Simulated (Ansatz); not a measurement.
Species: CH7AlN2O (charge 0, singlet). SMILES: [NH2][Al]([O]C)[NH2]
Geometry from a B3LYP-D3(BJ)/def2-TZVP (Ansatz, an electronic-structure program) optimisation:
```
Al
O 1 1.6907
C 2 1.4016 1 135.85
H 3 1.0946 2 110.14 1 -124.27
H 3 1.0948 4 107.94 2 120.51
H 3 1.0973 4 107.74 5 116.16
N 1 1.7662 2 117.32 3 179.41
H 7 1.0064 1 125.73 2 179.55
H 7 1.0070 8 110.50 1 179.88
N 1 1.7712 2 120.96 3 -0.57
H 10 1.0070 1 124.75 2 -0.81
H 10 1.0071 11 110.00 1 179.87
```

Quantity: vertical ionisation energy (to the doublet state of charge +1; each state is the SCF solution reached for its spin), in eV. Valence correlation only, unless marked. UHF or UKS for open shells. No spin-orbit coupling. Non-relativistic. Basis-set limits of correlation are two-point, X^-3; Hartree-Fock from the larger set. [CCSD(T)-MP2]/basis is that difference in the basis named.

Level to compare with: RI-MP2/CBS(aug-cc-pV(T+d)Z,aug-cc-pV(Q+d)Z)+[CCSD(T)-MP2]/aug-cc-pV(T+d)Z (Ansatz), 9.66 eV. It is a level with limits of its own, and the differences hold the functionals' basis error too.

### Question
Rank these functionals by how close they come to RI-MP2/CBS(aug-cc-pV(T+d)Z,aug-cc-pV(Q+d)Z)+[CCSD(T)-MP2]/aug-cc-pV(T+d)Z, closest first: wB97X-V/def2-TZVPD (Ansatz); PBE0/def2-TZVPD (Ansatz); CAM-B3LYP/def2-TZVPD (Ansatz).

### Answer
wB97X-V/def2-TZVPD (range-separated hybrid with VV10, 9.44 eV, difference -0.22), CAM-B3LYP/def2-TZVPD (range-separated hybrid, 9.33 eV, difference -0.33), PBE0/def2-TZVPD (global hybrid, 9.02 eV, difference -0.64)
